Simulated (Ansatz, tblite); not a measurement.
Spin states of the cluster Au₂O⁺, each relaxed with r2SCAN-D4/def2-TZVP in Ansatz. Electronic energies in the gas phase.

In the def2 sets Au takes a core potential; there is no spin–orbit coupling. The xTB rows come from tblite. B3LYP takes the VWN-RPA correlation. Correlated methods freeze 1 core orbital; core or outer-core shells of Au are correlated, in sets that lack core-valence functions. In CCSD on the charge 1 doublet the largest single amplitude is 0.16, so its Hartree–Fock determinant may place the open shell otherwise than the density functionals do. The structure comes from a short search, and lower isomers may exist.

Doublet geometry (C2v within 0.1 Å):

```xyz
3

Au    1.364    1.023    0.066
Au   -1.001   -1.273   -0.539
O    -0.364    0.250    0.473
```

Quartet geometry (D∞h within 0.1 Å):

```xyz
3

Au    0.369    0.747   -1.741
Au   -0.364   -0.749    1.741
O    -0.005    0.003    0.000
```

⟨S²⟩: doublet 0.77 at PBE0-D4/def2-TZVP (pure 0.75), quartet 3.76 at PBE0-D4/def2-TZVP (pure 3.75).

Only these spin states were relaxed.

Second-order perturbation terms are unreliable where d shells bring near-degenerate states, and here MP2/def2-TZVP lies more than 0.4 eV from the median of the functionals without such a term.

Question: Estimate which spin state lies lowest at each of these levels, and by how much: GFN2-xTB; B3LYP-D4/def2-TZVP; PBE0-D4/def2-TZVP; BHLYP-D4/def2-TZVP; CAM-B3LYP-D4/def2-TZVP; MP2/def2-TZVP; CCSD/def2-TZVP; CCSD(T)/def2-TZVP.

Answer: 
```json
{"level": "GFN2-xTB", "quartet − doublet (kcal/mol)": "61.2", "lowest of these": "doublet"}
{"level": "B3LYP-D4/def2-TZVP", "quartet − doublet (kcal/mol)": "38.2", "lowest of these": "doublet"}
{"level": "PBE0-D4/def2-TZVP", "quartet − doublet (kcal/mol)": "42.5", "lowest of these": "doublet"}
{"level": "BHLYP-D4/def2-TZVP", "quartet − doublet (kcal/mol)": "51.5", "lowest of these": "doublet"}
{"level": "CAM-B3LYP-D4/def2-TZVP", "quartet − doublet (kcal/mol)": "49.7", "lowest of these": "doublet"}
{"level": "MP2/def2-TZVP", "quartet − doublet (kcal/mol)": "58.5", "lowest of these": "doublet"}
{"level": "CCSD/def2-TZVP", "quartet − doublet (kcal/mol)": "54.3", "lowest of these": "doublet"}
{"level": "CCSD(T)/def2-TZVP", "quartet − doublet (kcal/mol)": "55.2", "lowest of these": "doublet"}
```

The xTB methods have no spin-polarisation term.
